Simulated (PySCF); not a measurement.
Ga(H)(Br)(OMe) (CH₄BrGaO), SMILES C[O][GaH][Br].

Geometry: PBE0-D3(BJ)/def2-SVP. One conformer was computed; it need not be the lowest.

All values below come from TDA-PBE0/def2-SVPD (PySCF).

Vertical excitations. Isolated molecule, no solvent. State labels are in the subgroup Cs.

| state | symmetry | energy (eV) | λ (nm) | f | main pairs |
|---|---|---|---|---|---|
| S1 | A" | 5.81 | 214 | 0.000 | HOMO−1→LUMO 93 % |
| S2 | A' | 5.87 | 211 | 0.025 | HOMO→LUMO 79 %, HOMO−1→LUMO+1 13 % |
| S3 | A" | 5.96 | 208 | 0.001 | HOMO−2→LUMO 91 % |
| S4 | A" | 6.04 | 205 | 0.000 | HOMO→LUMO+1 95 % |
| S5 | A' | 6.43 | 193 | 0.039 | HOMO−1→LUMO+1 49 %, HOMO−2→LUMO+1 44 % |
| S6 | A' | 6.58 | 188 | 0.040 | HOMO−3→LUMO 87 % |
| S7 | A" | 6.73 | 184 | 0.045 | HOMO−3→LUMO+1 95 % |
| S8 | A' | 6.83 | 182 | 0.179 | HOMO−2→LUMO+1 43 %, HOMO−1→LUMO+1 33 %, HOMO→LUMO 16 % |
| S9 | A" | 7.11 | 174 | 0.016 | HOMO−4→LUMO 97 % |
| S10 | A" | 7.56 | 164 | 0.001 | HOMO→LUMO+2 70 %, HOMO→LUMO+3 26 % |
| T1 | A' | 5.17 | 240 | 0 | HOMO→LUMO 96 % |
| T2 | A" | 5.61 | 221 | 0 | HOMO−1→LUMO 51 %, HOMO→LUMO+1 26 %, HOMO−2→LUMO 21 % |
| T3 | A" | 5.74 | 216 | 0 | HOMO−1→LUMO 48 %, HOMO→LUMO+1 28 %, HOMO−2→LUMO 21 % |
| T4 | A" | 5.82 | 213 | 0 | HOMO−2→LUMO 56 %, HOMO→LUMO+1 41 % |
Triplets are in the Tamm–Dancoff approximation.
